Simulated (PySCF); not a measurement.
H7N3Sn. Atoms are numbered in the order given.

```xyz
11

Sn    -0.0661     0.0398    -0.2275
N     -0.3531     1.7954     0.7724
N      1.8611    -0.6094    -0.1893
N     -1.0063    -1.4539     0.7966
H     -0.5025     0.3296    -1.8651
H     -0.4542     1.6777     1.7788
H     -1.1508     2.3338     0.4404
H      2.5026     0.0339    -0.6494
H      2.2026    -0.7469     0.7606
H     -2.0203    -1.3665     0.8206
H     -0.7861    -2.3781     0.4290
```
Charge 0, spin multiplicity 1.

Coordinates come from a PBE0-D3(BJ)/def2-SVP optimisation. The structure was generated by enumeration; whether it is a known compound was not checked. The def2 effective core potentials stand for the cores of Sn; spin–orbit coupling is left out. Other conformers were not sampled.

These are PBE0-D3(BJ)/def2-SVP run with PySCF values and carry that method's errors.

Frequencies are harmonic and unscaled.

```tsv
mode	ν (cm⁻¹)	IR (km/mol)	moving atoms (share of kinetic energy)
1	90	38.7	H 87 %, N 13 %
2	136	4.1	H 58 %, N 37 %
3	141	0.8	H 62 %, N 33 %
4	172	9.0	N 58 %, H 22 %, Sn 19 %
5	182	7.7	H 57 %, N 36 %
6	228	59.5	H 66 %, N 31 %
7	492	76.7	H 64 %, N 35 %
8	524	256.5	H 62 %, N 34 %
9	537	24.1	H 75 %, N 25 %
10	564	181.7	H 50 %, N 44 %
11	575	75.1	H 69 %, N 27 %
12	618	36.7	N 51 %, H 40 %, Sn 9 %
13	628	58.6	H 54 %, N 40 %
14	647	58.8	H 56 %, N 37 %
15	826	45.0	H 91 %, N 8 %
16	835	14.4	H 88 %, N 11 %
17	869	40.3	H 88 %, N 11 %
18	1534	17.0	H 92 %, N 8 %
19	1536	16.6	H 91 %, N 9 %
20	1541	6.9	H 92 %, N 8 %
21	1912	199.7	H 99 %
22	3552	6.4	H 96 %
23	3552	9.6	H 96 %
24	3554	8.2	H 96 %
25	3651	13.5	H 92 %, N 8 %
26	3654	11.9	H 92 %, N 8 %
27	3657	13.3	H 92 %, N 8 %
```
